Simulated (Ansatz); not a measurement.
# Telling isomers of C2H7GeN apart by their spectra

These gas-phase data were calculated for one isomer of C2H7GeN at B3LYP-D3(BJ)/def2-SVP (harmonic, unscaled wavenumbers; equilibrium rotational constants with average atomic masses):

```
rotational constants            : 9.491, 4.315, 3.234 GHz
all wavenumbers above 1500 cm⁻¹ : 3590, 3152, 3087, 3008, 2971, 2106, 2063, 1508
```

Candidates:

(1) `C1[CH2][GeH2][NH]1`, a singlet
(2) `C=[CH][GeH2][NH2]`, a singlet
(3) `C=[N][GeH2][CH3]`, a singlet

**Question.** Which structure fits?

**Answer.** Candidate (1). The band at 3590 cm⁻¹ lies where the N–H stretch is expected; (3) has no mode between 3250 and 3800 cm⁻¹. 1 mode lies between 3250 and 3800 cm⁻¹, one for each N–H bond, while (2) has 2.

The same quantities for all candidates:

```tsv
	rotational constants (GHz)	wavenumbers above 1500 cm⁻¹	E above the lowest, B3LYP-D3(BJ)/def2-SVP (kcal/mol)
(1)	9.491, 4.315, 3.234	3590, 3152, 3087, 3008, 2971, 2106, 2063, 1508	5.6
(2)	11.11, 2.81, 2.472	3609, 3518, 3199, 3141, 3110, 2124, 2063, 1669, 1551	0.3
(3)	10.6, 2.999, 2.587	3149, 3144, 3045, 3033, 2931, 2133, 2064, 1748	0.0
```

Each candidate is one conformer. Programs: Ansatz 0.2.0.
